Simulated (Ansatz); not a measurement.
Isolated molecules relaxed with PBE0-D4/def2-TZVP in Ansatz; ΔE leaves out vibrations. CCSD(T)/CBS adds triple-zeta CCSD(T) − MP2 to the extrapolated MP2 energy (def2 sets, frozen cores). Functionals use def2-TZVPP. def2 core potentials past Kr. For Te outer-core shells are correlated without core-valence functions, which leaves a few kJ/mol of doubt a bond. Each species was taken in one conformer, which may not be the lowest.

Reaction (ligand exchange at a P–N bond): `FC(F)=NP` + H₂Te → `P[TeH]` + `N=C(F)F`

```json
{"level": "r2SCANh", "ΔE (kJ/mol)": "-57.9"}
{"level": "SCS-MP2/def2-QZVPP", "ΔE (kJ/mol)": "-57.0"}
```

Task: What does CCSD(T)/CBS give? (Estimate.)

Result: The calculation gave: -60.8 kJ/mol. The listed levels differ from it by 2.9, 3.8 kJ/mol.

Largest T1 diagnostic among the species: 0.014.

Leaving LDA and LC-ωPBE aside and taking each functional with its dispersion term where it has one, the values, not all of them listed here, spread over 14.2 kJ/mol, from HSE06-D4 to CAM-B3LYP-D4. LDA lies +9.7 kJ/mol from PBE without D4. In def2-TZVPP, CCSD(T) changes the Hartree–Fock value by −4.1 kJ/mol (the triples alone add −1.1 kJ/mol) and MP2 by −7.5 kJ/mol.
